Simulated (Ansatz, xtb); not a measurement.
# AlH2IMgO: 3 structures ranked

3 gas-phase structures of AlH2IMgO, found in a search over its isomers (lower ones may exist). Each was relaxed with GFN2-xTB:

A. a singlet given by its coordinates
B. `[OH][AlH][Mg][I]`, a singlet
C. a singlet given by its coordinates

A (Å):

```xyz
6

Al   -0.2972   -2.9835   -0.0634
I    -1.1991    1.4617    3.3933
Mg   -1.1779   -0.9298    2.5075
O    -0.7060   -1.9663    1.1601
H    -1.3153   -3.2567   -1.1899
H     1.0919   -3.6544   -0.0587
```

Close contacts (Å): Al1–O4 1.64, I2–Mg3 2.55, Mg3–O4 1.76, Al1–H5 1.54, Al1–H6 1.54.

C (Å):

```tsv
atom	x (Å)	y (Å)	z (Å)
Al	0.6183	-0.1959	-1.0989
I	-1.4443	1.2105	-0.2792
Mg	0.4798	0.2967	1.7729
O	1.3546	-0.4584	0.3121
H	0.6361	-0.4018	-2.5867
H	0.6808	0.3695	3.3014
```

Close contacts (Å): Al1–I2 2.63, Al1–Mg3 2.92, Al1–O4 1.61, I2–Mg3 2.96, Mg3–O4 1.86, Al1–H5 1.50, Mg3–H6 1.54.

Task: Make a reasoned guess at their ranking by r2SCAN-D4/def2-SVP//GFN2-xTB single-point energy.

Result: Calculated order at r2SCAN-D4/def2-SVP//GFN2-xTB: A (0.0), C (52.6), B (120.4) kJ/mol.

Energies above the lowest of each column, in kJ/mol:

```
structure  GFN2-xTB  HF/STO-3G  r2SCAN-D4/def2-SVP//GFN2-xTB
        A      44.8        0.0                           0.0
        C       0.0       25.6                          52.6
        B     100.3      216.1                         120.4
```

r2SCAN-D4/def2-SVP//GFN2-xTB puts A lowest; GFN2-xTB picks C. Some further structures that were screened fall inside this span and aren't listed. Flexible structures stand in one conformer each, not always the lowest. Frequencies (r2SCAN-D4/def2-SVP) were run for A alone. Atoms past krypton carry core potentials in the def2 sets, without spin–orbit terms.

Programs: Ansatz 0.2.0, xtb 6.7.1.
